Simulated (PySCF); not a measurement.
SiMeBr3, CH₃Br₃Si.
Structure used (PBE0-D3(BJ)/def2-SVP), in Å, numbered top down from 1:
```
atom  x, y, z in Å
Si1    0.046   -0.005   -0.786
C2    -0.029   -0.017    1.067
H3    -1.075    0.038    1.404
H4     0.523    0.847    1.466
H5     0.425   -0.944    1.450
Br6    2.156   -0.020   -1.463
Br7   -0.940    1.805   -1.600
Br8   -0.969   -1.789   -1.621
```

The calculation used TDDFT CAM-B3LYP/def2-SVPD, vertical, gas phase, core orbitals frozen in the response (PySCF). Relativistic effects, spin–orbit coupling among them, are left out although an element past zinc is present.

Transition dipole moments from the ground state, in atomic units and in the frame of the coordinates above (overall signs are arbitrary), for the states with f of 0.002 or more among the lowest 8:

```tsv
state	E (hartree)	μx	μy	μz
S2	0.2417	0.479	0.053	0.025
S3	0.2418	0.053	-0.480	-0.001
S4	0.2498	0.029	0.004	-0.471
S5	0.2594	-0.123	-0.443	-0.009
S6	0.2595	0.443	-0.125	0.023
S7	0.2828	0.015	-0.267	-0.001
S8	0.2829	0.264	0.016	0.008
```

**Question.** Work out the oscillator strengths.

**Answer.** f = (2/3) ΔE |μ|² with ΔE in hartree (27.2114 eV).

| state | \|μ\|² (au) | \|μ\| (D) | f |
| --- | --- | --- | --- |
| S2 | 0.233 | 1.23 | 0.038 |
| S3 | 0.234 | 1.23 | 0.038 |
| S4 | 0.223 | 1.20 | 0.037 |
| S5 | 0.211 | 1.17 | 0.037 |
| S6 | 0.213 | 1.17 | 0.037 |
| S7 | 0.072 | 0.68 | 0.014 |
| S8 | 0.070 | 0.67 | 0.013 |

**Question.** Which bond between heavy atoms lies closest to the direction of the S4 transition dipole?

**Answer.** Si1–C2, at 1° from it; next Si1–Br6 at 69°.

**Question.** How is the summed strength of these states shared among x, y and z?

**Answer.** (2/3) Σ ΔE μα² gives 0.087 for x, 0.088 for y and 0.037 for z, 0.212 in all.

S2/S3, S5/S6 and S7/S8 coincide within about 0.01 eV; within a degenerate level the directions of the single components are arbitrary.
